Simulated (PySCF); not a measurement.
C4H8O, singlet, at a GFN2-xTB geometry. Base run: HF/6-31G, polarisability (PySCF).

PySCF was given this input:
```python
from pyscf import gto, scf
from pyscf.prop import polarizability

mol = gto.M(
    atom='''
C     1.78786346    0.54460960   -0.26647939
C     0.83951259   -0.28602686    0.60204486
C    -0.53832909   -0.29984926   -0.02900577
C    -1.43563260    0.83652021    0.38967670
O    -0.87910135   -1.14642752   -0.81455058
H     2.79116483    0.52513269    0.15203241
H     1.45815961    1.57970869   -0.32267066
H     1.82423961    0.13841277   -1.27441945
H     1.21159444   -1.31018975    0.65534406
H     0.79190770    0.13531277    1.60666461
H    -0.89764646    1.78027411    0.35254759
H    -1.75304288    0.66921555    1.41782381
H    -2.31405228    0.88203116   -0.24833613
''',
    basis='6-31g',
    verbose=4,
)

mf = scf.RHF(mol)
mf.kernel()
alpha = mf.Polarizability().polarizability()[2, 2]
print('alpha_zz =', alpha)
```

Variants of this job, named by their change:

```tsv
change	alpha_zz (bohr³)	basis functions	core-seconds (rough)
base	39.20	61	2
finite field (a.u.) = 0.02; conv_tol = 1e-11	39.23	61	1
basis = STO-3G	21.01	33	0.6
finite field (a.u.) = 0.001; conv_tol = 1e-11	39.20	61	2
finite field (a.u.) = 2e-4; conv_tol = 1e-11	39.20	61	1
basis = cc-pVDZ	___	110	7
functional = camb3lyp	39.20	61	30
finite field (a.u.) = 0.05; conv_tol = 1e-11	39.35	61	2
functional = pbe	40.05	61	20
basis = def2-SVP	40.08	110	7
finite field (a.u.) = 2e-4; conv_tol = 1e-6	38.37	61	0.8
finite field (a.u.) = 0.005; conv_tol = 1e-11	39.20	61	1
```

**Question.** Fill in the missing entries.

**Answer.** 
- basis = cc-pVDZ, alpha_zz (bohr³): 40.67

Finite-field rows take the second difference of the energy in a field along z; a small field with loose convergence shows SCF noise divided by the square of the field, and a large one adds hyperpolarisability.
